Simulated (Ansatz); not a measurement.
Consider the redistribution: `CC(C)(C)[O][Ga]([Cl])[Cl]` + `CS[Si]O` → `C[S][Ga]([Cl])[Cl]` + `CC(C)(C)O[Si]O`.

Computed with Ansatz on PBE0-D4/def2-TZVP structures; ΔE is electronic, products minus reactants. CCSD(T)/CBS is the MP2 limit (def2-TZVPP, def2-QZVPP) plus CCSD(T) − MP2 in def2-TZVPP, frozen cores. This one scheme is used for every species. Functionals use def2-TZVPP. B3LYP here is the variant with VWN-RPA as its local correlation; programs differ in this. For Ga outer-core shells are correlated without core-valence functions, which leaves a few kJ/mol of doubt a bond. Scalar relativity is left out up to krypton. One conformer a species, not always the lowest.

| level | ΔE (kcal/mol) |
| --- | --- |
| B3LYP-D4 | -18.1 |
| ωB97M-V | -18.6 |
| B2PLYP | -17.8 |
| HF/CBS(def2) | -20.4 |

Task: What does CCSD(T)/CBS give? (Estimate.)

Result: The calculation gave: -17.6 kcal/mol. The listed levels differ from it by -0.5, -1.0, -0.2, -2.8 kcal/mol.

Largest T1 diagnostic among the species: 0.014.

In def2-TZVPP, CCSD(T) changes the Hartree–Fock value by +3.5 kcal/mol (the triples alone add +0.8 kcal/mol) and MP2 by +3.6 kcal/mol. From PBE to PBE0 (25 % exact exchange), in def2-TZVPP and without D4, ΔE moves by −1.2 kcal/mol.
